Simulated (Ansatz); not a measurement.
Ansatz (a program for electronic structure) input:

Ansatz 0.2 input:
```yaml
crystal:
  periodic: [false, false, false]
  atoms:
    - {symbol: O, position_ang: [-1.26086241, -0.78307349, -0.05683635]}
    - {symbol: B, position_ang: [-0.17650904, -0.10962302, -0.00795656]}
    - {symbol: O, position_ang: [-0.11286221, 1.35319323, 0.00031994]}
    - {symbol: O, position_ang: [1.16142137, -0.70197318, 0.04694635]}
    - {symbol: H, position_ang: [0.74460991, 1.66252637, 0.30457658]}
    - {symbol: H, position_ang: [1.83636129, -0.05958372, -0.18823320]}
basis:
  gaussian:
    orbitals: cc-pVTZ-DK
total_charge: -1
magnetization: {spin_polarized: false}
correlation: {method: ccsd_t, electrons: outside_noble_gas}
```

Problem. What final total energy does it print?

Solution. -251.70594 Eh (X2C-CCSD(T)/cc-pVTZ-DK). The basis has 148 functions.

It need not be the lowest isomer of its formula. Whether it binds its extra electron was not tested at this geometry.
